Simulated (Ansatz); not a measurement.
Diatomic YCl, closed-shell singlet (lowest of 2S+1 = 1, 3, 5 at CCSD(T)/def2-TZVPP on PBE0 minima; our sources give no spin for the ground state, which may be another). No spin–orbit coupling.

The constants come from a fifth-degree fit in 1/R (seven points, main isotopes). Runs in def2 and cc sets follow the lowest solution found near the PBE0 minimum. The singlet is held restricted. HF and MP2 rows in def2 and cc sets belong to the determinant that coupled cluster picked by its CCSD energy.

Correlated levels freeze the inner cores; with def2 sets outer-core shells near the valence are correlated too. CBS(a, b) extrapolates the correlation energy as X⁻³ and adds the Hartree–Fock energy of set b.

Codes used: Ansatz (an electronic-structure program). Each number belongs to the level named beside it. In def2 rows elements past Kr take small-core potentials, without spin–orbit coupling.

### Question
What bond length and harmonic frequency does MP2/CBS(def2-TZVPP, def2-QZVPP) give?

### Answer
r_e = 2.378 Å, ω_e = 386 cm⁻¹.

### Question
What bond length and harmonic frequency does CCSD/def2-TZVPP give?

### Answer
r_e = 2.415 Å, ω_e = 372 cm⁻¹.

### Question
What bond length and harmonic frequency does CCSD(T)/CBS(def2-TZVPP, def2-QZVPP) give?

### Answer
r_e = 2.393 Å, ω_e = 382 cm⁻¹.

Doubts at one or more of the structures used: a restricted determinant that unrestricted orbitals would lower (MP2/CBS(def2-TZVPP, def2-QZVPP), CCSD/def2-TZVPP, CCSD(T)/CBS(def2-TZVPP, def2-QZVPP)).
